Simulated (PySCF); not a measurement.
# Computed records: BH6N2Si, CH4BNSi, BH4N2Si, B2H5NO

Computed with PySCF 2.14.0. Calculation on a computer-drawn molecule: the log of a Hartree-Fock and frozen-core CCSD(T) single point meant for a local Hartree-Fock minimum, with one planted fault or none, to be diagnosed. Offsets are logged minus clean, where the clean run is the same molecule without the fault. The reference is restricted for singlets and unrestricted otherwise, and also for a bond in bohr or an excited solution. Adding or removing an electron swaps singlet and doublet. The excited solution moves the top pair (singlet) or top alpha electron (doublet) to the lowest empty orbital. Highest occupied and lowest empty are orbital energies over both spins, largest force is the largest gradient component, triples share is (T) over the correlation energy, the T1 limit is 0.02 restricted and 0.045 unrestricted, electrons count all cores, a negative frequency is imaginary (commonest isotopes), and the dipole is about the centre of nuclear charge.

Common to all runs: meant charge 0; logged SCF converged yes; logged SCF stable within its kind yes; possible faults no fault, one electron removed, one electron added, multiplicity raised by two, geometry at a saddle point, SCF held on an excited solution, minimal basis STO-3G, one bond length entered in bohr, all coordinates scaled.

```yaml
- entry: 1
  formula: BH6N2Si
  logged_structure:
    atoms_angstrom:
      - ["N", 0.0949, 0.4994, -0.0065]
      - [B, 1.4837, 0.4335, -0.2597]
      - ["N", 1.9883, 0.3358, -1.5761]
      - [Si, 2.7924, 0.5591, 1.3058]
      - [H, -0.2907, 0.5504, 0.911]
      - [H, -0.5976, 0.4694, -0.7266]
      - [H, 1.4056, 0.2972, -2.3873]
      - [H, 2.9606, 0.2704, -1.7844]
      - [H, 2.2638, 0.0935, 2.6162]
      - [H, 4.1221, -0.0671, 1.0755]
  given:
    meant_multiplicity: 2
    meant_basis: "cc-pV(D+d)Z"
    logged_electrons: 39
    logged_basis_functions: 30
    logged_spin_squared: 0.7553
    "logged_highest_occupied [eV]": -5.4531
    "logged_lowest_empty [eV]": 7.0037
    "logged_largest_force [hartree/bohr]": 0.033566
    logged_T1_diagnostic: 0.01454
    logged_D1_diagnostic: 0.072055
    logged_triples_share: 0.019038
    logged_CC_converged: "yes"
    "logged_dipole_magnitude [debye]": 1.5332
    "logged_energy_HF [hartree]": -420.96717
    "logged_energy_CCSD(T) [hartree]": -421.17948
    drawn_bonds_atom: [1, 2, 2, 1, 1, 3, 3, 4, 4]
    drawn_bonds_other_atom: [2, 3, 4, 5, 6, 7, 8, 9, 10]
    drawn_bonds_order: [1, 1, 1, 1, 1, 1, 1, 1, 1]
  results:
    planted_fault: "minimal basis STO-3G"
    "HF_energy_offset_from_clean_run [kcal/mol]": 3199
    "CCSD(T)_energy_offset_from_clean_run [kcal/mol]": 3426
- entry: 2
  formula: BH6N2Si
  logged_structure:
    atoms_angstrom:
      - ["N", 0.0949, 0.4994, -0.0065]
      - [B, 1.4837, 0.4335, -0.2597]
      - ["N", 1.9883, 0.3358, -1.5761]
      - [Si, 2.7924, 0.5591, 1.3058]
      - [H, -0.2907, 0.5504, 0.911]
      - [H, -0.5976, 0.4694, -0.7266]
      - [H, 1.4056, 0.2972, -2.3873]
      - [H, 2.9606, 0.2704, -1.7844]
      - [H, 2.2638, 0.0935, 2.6162]
      - [H, 4.1221, -0.0671, 1.0755]
  given:
    meant_multiplicity: 2
    meant_basis: "cc-pV(D+d)Z"
    logged_electrons: 39
    logged_basis_functions: 95
    logged_spin_squared: 3.7775
    "logged_highest_occupied [eV]": -2.6702
    "logged_lowest_empty [eV]": -0.20519
    "logged_largest_force [hartree/bohr]": 0.12674
    "logged_dipole_magnitude [debye]": 7.1307
    "logged_energy_HF [hartree]": -425.82463
    drawn_bonds_atom: [1, 2, 2, 1, 1, 3, 3, 4, 4]
    drawn_bonds_other_atom: [2, 3, 4, 5, 6, 7, 8, 9, 10]
    drawn_bonds_order: [1, 1, 1, 1, 1, 1, 1, 1, 1]
  results:
    planted_fault: "multiplicity raised by two"
    "HF_energy_offset_from_clean_run [kcal/mol]": 151.1
  notes: ["coupled-cluster numbers left out as unreliable"]
- entry: 3
  formula: CH4BNSi
  logged_structure:
    atoms_angstrom:
      - ["N", -0.889, -1.2905, 1.1462]
      - [B, 0.39, -0.8252, 1.0333]
      - [C, 1.6944, -0.3161, 0.9357]
      - [Si, 1.8728, 1.3244, 1.7337]
      - [H, -1.6085, -1.0388, 0.4998]
      - [H, -1.2081, -1.7867, 1.9529]
      - [H, 2.5226, -0.8161, 0.4496]
      - [H, 0.4157, 1.438, 2.1938]
  given:
    meant_multiplicity: 1
    meant_basis: "cc-pV(D+d)Z"
    logged_electrons: 36
    logged_basis_functions: 28
    logged_spin_squared: 0.0
    "logged_highest_occupied [eV]": -5.0842
    "logged_lowest_empty [eV]": 6.6739
    "logged_largest_force [hartree/bohr]": 0.067202
    logged_T1_diagnostic: 0.016968
    logged_D1_diagnostic: 0.060668
    logged_triples_share: 0.02531
    logged_CC_converged: "yes"
    "logged_dipole_magnitude [debye]": 2.8084
    "logged_energy_HF [hartree]": -403.35408
    "logged_energy_CCSD(T) [hartree]": -403.58853
    drawn_bonds_atom: [1, 2, 3, 1, 1, 3, 4]
    drawn_bonds_other_atom: [2, 3, 4, 5, 6, 7, 8]
    drawn_bonds_order: [1, 2, 1, 1, 1, 1, 1]
  results:
    planted_fault: "minimal basis STO-3G"
    "HF_energy_offset_from_clean_run [kcal/mol]": 3063
    "CCSD(T)_energy_offset_from_clean_run [kcal/mol]": 3243
- entry: 4
  formula: BH4N2Si
  logged_structure:
    atoms_angstrom:
      - ["N", -0.7781, 0.7512, -3.8157]
      - [B, -0.5999, 0.4646, -2.4697]
      - ["N", -0.4618, 0.1875, -1.2534]
      - [Si, -0.3389, -0.0568, 0.4141]
      - [H, -0.9693, 1.6878, -4.1074]
      - [H, -0.3084, 0.2062, -4.5095]
      - [H, 1.0745, -0.2045, 0.848]
      - [H, -1.0994, -1.2542, 0.8554]
  given:
    meant_multiplicity: 2
    meant_basis: "cc-pV(D+d)Z"
    logged_electrons: 37
    logged_basis_functions: 85
    logged_spin_squared: 0.7556
    "logged_highest_occupied [eV]": -7.8627
    "logged_lowest_empty [eV]": 2.2021
    "logged_largest_force [hartree/bohr]": 3.4767e-05
    "logged_lowest_frequency [cm^-1]": 56.709
    logged_T1_diagnostic: 0.015527
    logged_D1_diagnostic: 0.047312
    logged_triples_share: 0.031216
    logged_CC_converged: "yes"
    "logged_dipole_magnitude [debye]": 3.9516
    "logged_energy_HF [hartree]": -424.89636
    "logged_energy_CCSD(T) [hartree]": -425.43074
    drawn_bonds_atom: [1, 2, 3, 1, 1, 4, 4]
    drawn_bonds_other_atom: [2, 3, 4, 5, 6, 7, 8]
    drawn_bonds_order: [1, 2, 1, 1, 1, 1, 1]
  results:
    planted_fault: "no fault"
    "HF_energy_offset_from_clean_run [kcal/mol]": 0.0
    "CCSD(T)_energy_offset_from_clean_run [kcal/mol]": 0.0
- entry: 5
  formula: B2H5NO
  logged_structure:
    atoms_angstrom:
      - ["N", -0.8102, -0.9492, -1.3168]
      - [B, 0.4372, -0.4314, -0.972]
      - [B, 0.6704, 0.6752, 0.3249]
      - [O, 0.505, 0.2726, 1.6119]
      - [H, -0.947, -1.5803, -2.0788]
      - [H, -1.65, -0.751, -0.8139]
      - [H, 1.371, -0.7822, -1.6567]
      - [H, 0.9989, 1.8281, 0.1318]
      - [H, 0.6803, 0.9488, 2.2483]
  given:
    meant_multiplicity: 1
    meant_basis: cc-pVDZ
    logged_electrons: 30
    logged_basis_functions: 25
    logged_spin_squared: 0.0
    "logged_highest_occupied [eV]": -8.8017
    "logged_lowest_empty [eV]": 8.0575
    "logged_largest_force [hartree/bohr]": 0.053639
    logged_T1_diagnostic: 0.022518
    logged_D1_diagnostic: 0.081026
    logged_triples_share: 0.027089
    logged_CC_converged: "yes"
    "logged_dipole_magnitude [debye]": 1.3251
    "logged_energy_HF [hartree]": -179.29932
    "logged_energy_CCSD(T) [hartree]": -179.51468
    drawn_bonds_atom: [1, 2, 3, 1, 1, 2, 3, 4]
    drawn_bonds_other_atom: [2, 3, 4, 5, 6, 7, 8, 9]
    drawn_bonds_order: [1, 1, 1, 1, 1, 1, 1, 1]
  results:
    planted_fault: "minimal basis STO-3G"
    "HF_energy_offset_from_clean_run [kcal/mol]": 1491
    "CCSD(T)_energy_offset_from_clean_run [kcal/mol]": 1719
  notes: ["T1 above single-reference limit"]
```
